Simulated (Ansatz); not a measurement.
```yaml
crystal:
  periodic: [true, true, true]
  atoms:
    - {symbol: N, position_ang: [-1.656696, 0.809317, -0.251814]}
    - {symbol: Sn, position_ang: [0.053107, 0.096848, -0.026859]}
    - {symbol: N, position_ang: [0.176484, -1.277528, 1.502416]}
    - {symbol: N, position_ang: [0.563804, -0.858849, -1.650416]}
    - {symbol: Cl, position_ang: [1.637425, 1.937553, 0.366356]}
    - {symbol: H, position_ang: [-1.907782, 0.909211, -1.180475]}
    - {symbol: H, position_ang: [-1.672897, 1.931929, 0.260135]}
    - {symbol: H, position_ang: [-0.542395, -1.021813, 2.215849]}
    - {symbol: H, position_ang: [1.018165, -1.198891, 2.014761]}
    - {symbol: H, position_ang: [1.160175, -1.648967, -1.303425]}
    - {symbol: H, position_ang: [1.411794, -0.380525, -2.068878]}
basis:
  gaussian: {orbitals: def2-TZVPP}
hamiltonian: {xc: {name: B2PLYP}}
output: {forces: true}
```

```sh
$ ansatz run in.yaml --threads 8 --pin off --events-out ev --progress --plain --max-ram 18278MiB
```

Shortened log:

```
Error: YAML parse error: error: line 2 column 3: crystal: missing field `lattice` (a structure is typed as `lattice` and `atoms`, a molecule's as `atoms` in Å alone, or read from a run's directory, `checkpoint`)
 --> <input>:2:3
1 | crystal:
2 |   periodic: [true, true, true]
3 |   atoms:
4 |     - {symbol: N, position_ang: [-1.656696, 0.809317, -0.251814]}
```

(1) What is wrong with this run?

## Answers

(1) The molecule is marked periodic without a cell. The program refused the input.
